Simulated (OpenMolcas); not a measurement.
**d8 ions of charge +3 down a group on the Y site of Cs2NaYF6**

- Program: OpenMolcas 26.06
- Method: CASSCF
- Spin-orbit coupling: state interaction with AMFI integrals over the reference wave functions

The d shell is active. Each dopant is a cluster with its nearest anions in model potentials and point charges, with no relaxation. Distances were set from a Shannon-type radius of the metal (high-spin where two are listed) plus a fixed donor radius (F 1.31 Å), in hosts weighted 0.65 to 0.35 with the host's distance in the model lattice. Ligand basis ANO-RCC-VDZP, DKH2 Hamiltonian. States (labels of O, the rotations of Oh). Energies in cm-1 above the lowest state or level, χT in cm3 K/mol; 10Dq and B are least-squares fits to the states below 45000 cm-1, weighted by degeneracy, with a free offset, and given where the rms deviation is under 5 % of |10Dq| (or 100 cm-1) and under 700 cm-1. Spin-only χT is S(S+1) / 2 for the spin of the ground state.

```json
{"Ion": "Ag3+", "Shell": "4d8", "R (Å)": "2.101", "Metal basis": "ANO-RCC-VTZP", "Ground state": "3A2", "First state of that spin": "3T2 15947", "10Dq": "15661", "B (rms of fit)": "921 (114)", "First gap with spin-orbit (degeneracies)": "11622 (3, 2)", "χT at 300 K": "1.298", "First state of another spin": "1E 12287", "Spin-only χT": "1.000"}
{"Ion": "Au3+", "Shell": "5d8", "R (Å)": "2.166", "Metal basis": "ANO-RCC-VTZP", "Ground state": "3A2", "First state of that spin": "3T2 17573", "10Dq": "17352", "B (rms of fit)": "820 (119)", "First gap with spin-orbit (degeneracies)": "9693 (3, 2)", "χT at 300 K": "1.636", "First state of another spin": "1E 11739", "Spin-only χT": "1.000"}
```

|10Dq| changes by a factor of 17352 / 15661 = 1.11 from Ag3+ to Au3+.

B goes from 921 cm-1 (Ag3+) to 820 cm-1 (Au3+).

Every ion keeps the highest spin of its shell. χT departs most from the spin-only value for Au3+, by +0.636 cm3 K/mol.

Without dynamic correlation the repulsion within the d shell is too large (B by tens of per cent), so at a given field states of lower spin stand too high. Real 4d8 and 5d8 ions are as a rule square planar and diamagnetic. With metal d orbitals alone the field can be off either way by tens of per cent. Ligand-to-metal charge-transfer states are missing. With no ligand orbital active B as a rule stays too high, so bands that hang on it stand too high and its fall with covalency is understated. The least metal-like active orbital is 75 % on the metal (Löwdin) and no ligand orbital is active, so the numbers are rough (holds for Ag3+). The least metal-like active orbital is 77 % on the metal (Löwdin) and no ligand orbital is active, so the numbers are rough (holds for Au3+). No measured value stands beside these numbers; the geometry was set by hand and not optimised.
